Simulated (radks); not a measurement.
Results of a calculation; reference values are marked as such.
These are the eigenvalues of the occupied orbitals of an atom or ion with whole-number occupations (hartree). Code: a radial shooting solver on a logarithmic mesh with Libxc functionals. Model: scalar-relativistic Kohn-Sham, exchange-only LDA, spin-polarised, spherical densities, point nucleus.

| orbital | eigenvalue |
|---|---|
| 1s up | -329.2187 |
| 1s down | -329.2169 |
| 2s up | -43.78316 |
| 2s down | -43.61009 |
| 2p up | -38.46302 |
| 2p down | -38.33032 |
| 3s up | -8.70530 |
| 3s down | -8.39848 |
| 3p up | -7.11443 |
| 3p down | -6.81216 |
| 3d up | -4.53509 |

Which element is it, and in what charge state? The configuration may be excited. Open shells, if any, are filled with parallel spins first.

Answer. Z = 29, copper, charge +6: Cu6+ in [Ar] 3d5. The list shows which subshells hold electrons but not how many an open one holds; the 1s level, -329.22 hartree, gives Z - s = 25.7 by -(Z - s)^2/2, which with screening and relativity narrows Z to a few neighbours, and the depths of the outer levels then fix element, charge and occupations together.
